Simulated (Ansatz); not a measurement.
Consider the ligand exchange at a B–N bond: `B/N=C(/C)Cl` + `C[SiH](O)Br` → `BO[SiH](C)Br` + `CC(=N)Cl`.

Gas-phase electronic energies from Ansatz, PBE0-D4/def2-TZVP geometries. CCSD(T)/CBS is the MP2 limit (def2-TZVPP, def2-QZVPP) plus CCSD(T) − MP2 in def2-TZVPP, frozen cores. DFT in def2-TZVPP. B3LYP here is the variant with VWN-RPA as its local correlation; programs differ in this. For Br outer-core shells are correlated without core-valence functions, which leaves a few kJ/mol of doubt a bond. Scalar relativity is left out up to krypton. One conformer a species, not always the lowest.

Task: Is it downhill or uphill in electronic energy at CCSD(T)/CBS, and by how much? (Best estimate.)

Result: Computed: Downhill: ΔE = -7.1 kcal/mol.

Task: What do these levels give: PBE-D4, r2SCAN-D4, PBE0-D4, r2SCAN, B3LYP, CCSD/def2-TZVPP? (An estimate is asked.)

Result: The calculation gave: PBE-D4 -2.5, r2SCAN-D4 -4.3, PBE0-D4 -4.1, r2SCAN -4.3, B3LYP -4.5, CCSD/def2-TZVPP -7.9 kcal/mol.

Largest T1 diagnostic among the species: 0.014.

In def2-TZVPP, CCSD(T) changes the Hartree–Fock value by +3.2 kcal/mol (the triples alone add +0.5 kcal/mol) and MP2 by +4.0 kcal/mol. From PBE to PBE0 (25 % exact exchange), in def2-TZVPP and without D4, ΔE moves by −1.7 kcal/mol.
